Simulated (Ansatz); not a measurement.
One elementary step

Start structure (Si2H6Cl2, singlet), relaxed at PBE0-D4/def2-TZVP:

```
atom    x (Å)    y (Å)    z (Å)
 Si1  -1.0589  -0.0387  -0.7909
 Si2   0.3104  -1.1667   0.7330
  H3  -1.2592  -0.8159  -2.0402
  H4  -0.5377   1.3036  -1.1587
 Cl5  -2.9120   0.2486   0.0742
  H6   1.3410   2.6729  -0.2238
 Cl7   2.3530   2.0468   0.2474
  H8   0.4479  -0.3687   1.9770
  H9  -0.3321  -2.4700   1.0492
 H10   1.6475  -1.4120   0.1326
```

The step: Si₂H₅Cl ([SiH3][SiH2][Cl]) + HCl → SiH₃Cl ([SiH3][Cl]) + SiH₃Cl ([SiH3][Cl]); bonds formed: Si1–H6, Si2–Cl7; bonds broken: Si1–Si2, H6–Cl7. Computed with Ansatz 0.2.0 (basis: def2-TZVPP and def2-QZVPP); correlated methods freeze the cores. Extrapolation: Hartree–Fock as exp(−7.88 √X), correlation as X^−2.97. Energies below are by CCSD(T) at an estimated basis limit (MP2 extrapolated from triple and quadruple zeta, plus CCSD(T) − MP2 in triple zeta).

Task: What are the electronic barrier and the energy of the step, from the start structure to the end structure? (An estimate is asked for; the value comes from the calculation.)

Result: The calculation gives: Barrier 40.63 kcal/mol; step energy -23.15 kcal/mol (downhill); reverse barrier, their difference, 63.78 kcal/mol. Barrier and step energy count from the start structure, the reverse barrier from the end structure.

The saddle point: One imaginary mode of 853i cm⁻¹.
```json
{"pair": "Si1–H6", "start (Å)": "3.67", "saddle (Å)": "1.75", "end (Å)": "1.48"}
{"pair": "Si2–Cl7", "start (Å)": "3.84", "saddle (Å)": "2.59", "end (Å)": "2.06"}
{"pair": "Si1–Si2", "start (Å)": "2.34", "saddle (Å)": "2.58", "end (Å)": "4.33"}
{"pair": "H6–Cl7", "start (Å)": "1.28", "saddle (Å)": "1.74", "end (Å)": "3.46"}
```

Zero-point energy (harmonic, PBE0-D4): ZPE is 31.88 kcal/mol at the start and 31.95 kcal/mol at the saddle, so the barrier goes from 40.63 to 40.70 kcal/mol.

T1 diagnostic: at most 0.013.

Labels in which every atom is bracketed show which atoms are joined, not bond orders.

For scale, one of the runs: CCSD(T)/def2-TZVPP, 252 basis functions, launched by `ansatz run in.yaml --threads 4 --pin off --events-out ev --progress --plain --max-ram 9574MiB`. Hardware: 4 CPU threads of an Intel Xeon, shared host. Wall time 93 s; peak host memory 4.7 GiB.
